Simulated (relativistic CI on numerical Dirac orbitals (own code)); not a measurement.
# Ni III: what numerical and physical settings do to a radial Dirac CI calculation

Reference input:

```
atom Ni  Z=28  charge=2  electrons=26
nucleus A=58  rms_radius_fm=3.7757
hamiltonian dirac-coulomb  breit=on  qed=on  c_scale=1
orbitals kli  potential=per-configuration
slater_scale 1
correlation none
mixing on
grid step=0.0125 r_max=49.7
scf mixing=0.4 start=green max_iterations=150 tolerance=2e-08 node_fill=0.05
configurations
  [Ar] 3d8
  [Ar] 3d7 4s
  [Ar] 3d7 4p
end
```

Computed lowest total energy -1517.49786 Ha, first excitation 1312.4 cm⁻¹, 36 SCF steps. Runs with settings changed; * marks those that are bad on purpose:

```csv
Changed,Outcome,Lowest level,ΔE (Ha),First excitation (cm⁻¹),SCF steps,Message
"grid step 0.02, node fill of the KLI weights 0.2",converged,3d8 3F_4,0.0042,1358.0,36,
SCF tolerance 1e-06,converged,3d8 3F_4,3.69e-08,1312.4,32,
Breit term off,converged,3d8 3F_4,-0.601,1398.7,36,
iteration limit 20,converged,3d8 3F_4,0,1312.4,36,
nuclear radius 37.757 fm *,converged,3d8 3F_4,0.508,1312.7,36,
SCF tolerance 1e-14 *,not converged,,,,85,SCF of 1s2 2s2 2p6 3s2 3p6 3d7 4s did not converge
```

With so few configurations and no correlation, terms lie too far apart (by 10 to 50 % near neutrality), their order can be wrong, and levels of other configurations are missing.
